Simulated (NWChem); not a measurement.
Species: SiCl₃F; SMILES [Si](Cl)(Cl)(Cl)F

Results from NWChem. Medium grid unless said otherwise, to which SCAN and Minnesota functionals are sensitive. Geometry: optimised at PBE-D3(BJ)/def2-SVP. Hybrids' shares of exact exchange are those that their runs print; pure functionals count as 0. The functionals differ in more than this share.

```
row               share of exact exchange  orbital gap (eV)
----------------  -----------------------  ----------------
PBE/def2-SVP                         0.00              6.63
M06-L/def2-SVP                       0.00              7.31
B3LYP/def2-SVP                       0.20              8.57
r2SCAN0/def2-SVP                     0.25          withheld
MN15/def2-SVP                        0.44             10.73
M06-2X/def2-SVP                      0.54             11.56
```

### Question
Fit a straight line of the last column on the one before it, predict the withheld value, and compare with the run.

### Answer

1. Means of the 5 shown rows: x = 0.236, y = 8.960. Slope Σ(x − x̄)(y − ȳ)/Σ(x − x̄)² = 2.105/0.2467 = 8.531; intercept 6.947.
2. The shown rows scatter about the line by 0.219 (root mean square); the largest residual is +0.36, at M06-L/def2-SVP.
3. At x = 0.25 (r2SCAN0/def2-SVP; inside the shown range) the line gives 9.08.
4. The run gives 9.62, +0.54 from the line, 2.5 times the scatter.
